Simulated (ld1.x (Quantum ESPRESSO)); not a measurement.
Values are calculated unless marked as measured or tabulated.
**Hardness and transferability of assorted potentials**

Generated with ld1.x 7.5 (TM, RRKJ, ultrasoft, PAW), atompaw 4.2 or ONCVPSP 4.0.1. The cutoff is in Ry: for ld1.x and atompaw files where the sum of valence levels is converged to 10 mRy in a Bessel basis, for ONCV files where the hardest occupied wave has 1 mHa per electron of residual kinetic energy. The error is the largest all-electron minus pseudo excitation energy over each file’s own four to seven test configurations (ionisations up to +4, promotions, holes and added fractions of an electron), all of which were solved. The labels leave out finer settings (local radius, basis sizes, second energies), which also bear on the numbers. Spin-polarised tests are not counted. The rows are a selection from randomly drawn settings: files with unsolved tests, undetermined cutoffs or missed reference levels are left out.

```csv
element,potential,cutoff (Ry),largest error (meV),bound ghosts
N,"TM, revPBE, scalar-relativistic, rc 0.65/1.55/1.45 (spd), local d, core correction yes, reference 2s2 2p1",180,+316,none
Ne,"RRKJ, LDA (PZ), fully relativistic, rc 0.60/1.35 (sp), local s, core correction yes, reference 2s2 2p5.75",200,+3376,none
Mg,"RRKJ, PBE, scalar-relativistic, rc 0.90/0.70/0.75 (spd), local d, core correction no, reference 2s2 2p6 3s0 3p0",260,-135,none
Fe,"TM, BLYP, scalar-relativistic, rc 2.35/2.45/1.00 (spd), local s, core correction yes, reference 3d6 4s2 4p0",200,-493,none
```

**Question.** Fill in the row for Cr: TM semilocal, PBE, scalar-relativistic, rc 1.28/1.74/1.46 (spd), local s, core correction no, reference 3s2 3p6 3d4.5 4s0 4p0.

**Answer.** cutoff 100 Ry, largest error +776 meV, bound ghosts: none.

**Question.** Fill in the row for Mo: RRKJ, BLYP, scalar-relativistic, rc 2.85/4.20/2.00 (spd), local s, core correction yes, reference 4d5 5s1 5p0.

**Answer.** cutoff 35 Ry, largest error -510 meV, bound ghosts: none.

**Question.** Fill in the row for Ni: TM semilocal, LDA (PZ), scalar-relativistic, rc 2.10/3.10/1.20 (spd), local s, core correction no, reference 3d8 4s1.5 4p0.

**Answer.** cutoff 160 Ry, largest error -208 meV, bound ghosts: none.
